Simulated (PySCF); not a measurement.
Atom-mapped SMILES (the numbers label the heavy atoms): `[CH3:1][C@@H:2]1[CH2:3][C@:4]1([CH3:5])[C:6]#[N:7]`. Each H is labelled by its parent atom. Ha(C3) is cis to C1 on the ring; Hb(C3) is trans to C1 on the ring.

Geometry: GFN2-xTB; GIAO absolute shieldings from PySCF 2.14, gas phase, non-relativistic, averaged over equivalent atoms.

At B97-2/pcSseg-1 (164 basis functions, of the order of 50 core-seconds):
```json
{"atoms": "C6", "σ (ppm)": "61.6"}
{"atoms": "C2", "σ (ppm)": "161.6"}
{"atoms": "C5", "σ (ppm)": "162.2"}
{"atoms": "C3", "σ (ppm)": "162.2"}
{"atoms": "C1", "σ (ppm)": "167.4"}
{"atoms": "C4", "σ (ppm)": "175.2"}
{"atoms": "N7", "σ (ppm)": "-18.5"}
{"atoms": "H(C1)", "σ (ppm)": "30.41"}
{"atoms": "H(C5)", "σ (ppm)": "30.43"}
{"atoms": "H(C2)", "σ (ppm)": "30.92"}
{"atoms": "Hb(C3)", "σ (ppm)": "31.10"}
{"atoms": "Ha(C3)", "σ (ppm)": "31.18"}
```

Problem. What do these become at PBE0/6-311+G(2d,p)?

Solution. 
| atoms | σ at PBE0/6-311+G(2d,p) | change |
| --- | --- | --- |
| C6 | 62.4 | +0.8 |
| C2 | 163.7 | +2.1 |
| C5 | 166.2 | +4.0 |
| C3 | 165.2 | +3.0 |
| C1 | 171.8 | +4.4 |
| C4 | 176.2 | +1.0 |
| N7 | -12.4 | +6.1 |
| H(C1) | 30.65 | +0.24 |
| H(C5) | 30.66 | +0.23 |
| H(C2) | 30.94 | +0.02 |
| Hb(C3) | 31.23 | +0.13 |
| Ha(C3) | 31.25 | +0.07 |

The largest change is at N7 (nitrile nitrogen). Cost: 243 basis functions, about 110 core-seconds. The order of the carbon signals changes between the two levels.
